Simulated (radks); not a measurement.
Valence configurations of Bi II. All-electron calculation, Dirac Kohn-Sham, LDA (Slater exchange, Perdew-Wang correlation), spin-unpolarised, spherical densities, point nucleus; open shells fill j = l - 1/2 first. Program: a radial shooting solver on a logarithmic mesh with Libxc functionals. Energies are relative to [Hg] 6p2; eigenvalues in eV.

valence                     E (eV)  e(4f5/2)  e(4f7/2)  e(5d3/2)  e(5d5/2)  e(6p1/2)
[Hg] 6p2                     0.000   -162.57   -157.08   -36.040   -33.022   -12.843
[Xe] 4f14 5d10 6s1.5 6p2.5   5.596   -163.62   -158.12   -37.008   -33.978   -13.368
[Xe] 4f14 5d10 6s1 6p3      11.293   -164.63   -159.14   -37.949   -34.907   -13.871
[Xe] 4f14 5d9.5 6s2 6p2.5   11.658   -165.82   -160.33   -38.531   -35.444   -13.732
[Xe] 4f14 5d8.5 6s2 6p3.5   37.550   -172.34   -166.84   -43.440   -40.218   -15.427
[Xe] 4f13.5 5d10 6s2 6p2.5  75.599   -172.80   -167.23   -39.510   -36.328   -13.797
[Xe] 4f13.5 5d10 6s1 6p3.5  87.483   -174.81   -169.24   -41.371   -38.167   -14.785
[Xe] 4f13 5d10 6s2 6p3      155.94   -183.18   -177.53   -43.026   -39.680   -14.735
[Xe] 4f13 5d10 6s1 6p4      168.41   -185.16   -179.51   -44.843   -41.476   -15.689
[Xe] 4f11 5d10 6s2 6p5      526.42   -226.22   -220.25   -57.519   -53.516   -18.384

NIST lists [Hg] 6p2 as the ground configuration; this level of theory agrees among the configurations tried. The energies are those of spherical spin-averaged densities, not of single terms.
